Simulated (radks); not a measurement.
Question: These are the eigenvalues of the occupied orbitals of an atom or ion with whole-number occupations (hartree). Method: non-relativistic Kohn-Sham, Tao-Mo meta-GGA, spin-polarised, spherical densities, point nucleus; meta-GGA in the generalised Kohn-Sham scheme; computed with a radial shooting solver on a logarithmic mesh with Libxc functionals.

1s down: -711.1738
1s up: -711.1731
2s up: -98.95297
2s down: -98.93592
2p up: -91.03683
2p down: -91.02434
3s up: -17.01522
3s down: -17.01023
3p up: -13.97601
3p down: -13.96729
3d up: -8.46519
3d down: -8.44650
4s up: -2.51667
4s down: -2.41777
4p up: -1.66953
4p down: -1.55482
4d up: -0.42047

Which element is it, and in what charge state? The configuration may be excited. Open shells, if any, are filled with parallel spins first.

Answer: Z = 42, molybdenum, charge +1: Mo+ in [Kr] 4d5. The list shows which subshells hold electrons but not how many an open one holds; the 1s level, -711.17 hartree, gives Z - s = 37.7 by -(Z - s)^2/2, which with screening narrows Z to a few neighbours, and the depths of the outer levels then fix element, charge and occupations together.
